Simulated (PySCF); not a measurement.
From computed data to an observable: oscillator strength and radiative lifetime

CH3Cl2NSi2, SMILES Cl[Si]1(Cl)N=C[SiH2]1.

The structure is a stationary point at PBE0-D3(BJ)/def2-SVP. The structure was generated by enumeration, and PubChem lists no compound with its InChIKey, so it may never have been made.

TDA-LC-ωPBE/def2-SVPD (PySCF 2.14.0) puts the first singlet state with f over 0.02 at 7.17 eV (vertical), with the transition dipole (0.000, 0.000, 0.659) in atomic units.

Question: Find the oscillator strength, the wavelength and the radiative lifetime that this transition would have in vacuum if emission retraced absorption.

Answer: 
|μ|² = 0.4343 au, so |μ| = 1.67 D. ΔE = 7.17/27.211 = 0.2635 hartree. f = (2/3) ΔE |μ|² = 0.076 (the program prints 0.076).
λ = 1239.84/7.17 = 173 nm; ν = 57830 cm⁻¹.
Einstein's coefficient A = 0.6670 ν² f s⁻¹ (ν in cm⁻¹) = 1.7e8 s⁻¹, so τ = 1/A = 5.9 ns. This state is S6; the lower singlets have f = 0.000, 0.000, 0.010, 0.006, 0.001. The figure is the radiative limit of this one transition; relaxation, internal conversion, crossing to triplets and a medium change what is measured.
